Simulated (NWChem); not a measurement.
ZrH2Cl2; SMILES [Cl][ZrH2][Cl]

Computed with NWChem. Medium grid unless said otherwise, to which SCAN and Minnesota functionals are sensitive. The geometry was optimised at PBE0/def2-SVP. def2 effective core potentials on Zr; no spin-orbit coupling.

For level MN15/def2-TZVP:

highest occupied level (eV): -9.58
orbital gap (eV): 7.15

Q: Estimate the same quantities for level B3LYP/def2-TZVP.

A: The highest occupied level (eV) is -8.66. The orbital gap (eV) is 5.63.
